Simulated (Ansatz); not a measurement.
BrClFHOSn, SMILES `[OH][Sn]([F])([Cl])[Br]`, relaxed with RKS PBE0-D4/def2-TZVP in the Gaussian-basis code of Ansatz from a PBE-D4/def2-SVP geometry. The force threshold is 0.005 eV/Å; the program also tests the step.

The species carries charge 0 and has multiplicity 1. Sn: def2 effective core potential.

Start:

```xyz
6

O    -0.829    1.445   -0.121
Sn    0.083   -0.287    0.224
F    -0.235   -0.616    2.108
Cl   -0.897   -2.048   -0.979
Br    2.533   -0.218   -0.189
H    -0.656    1.724   -1.043
```

(1) By how much does the energy fall, and how many steps does the optimiser take? (An estimate is asked.)

(2) Which bonds change most? (An estimate is asked.)

(3) Give the relaxed structure. (An estimate is asked.)

## Answers

(1) Computed: 12.63 kJ/mol, in 51 steps, 13 of them rejected.

(2) Computed: Sn2–Cl4 from 2.347 to 2.277 Å; O1–Sn2 from 1.987 to 1.929 Å; Sn2–Br5 from 2.485 to 2.435 Å; Sn2–F3 from 1.939 to 1.899 Å.

(3) Computed: 
```xyz
6

O    -0.909    1.180   -0.592
Sn    0.045   -0.350    0.094
F    -0.219   -0.419    1.973
Cl   -0.898   -2.220   -0.798
Br    2.449   -0.206   -0.270
H    -0.468    2.015   -0.408
```
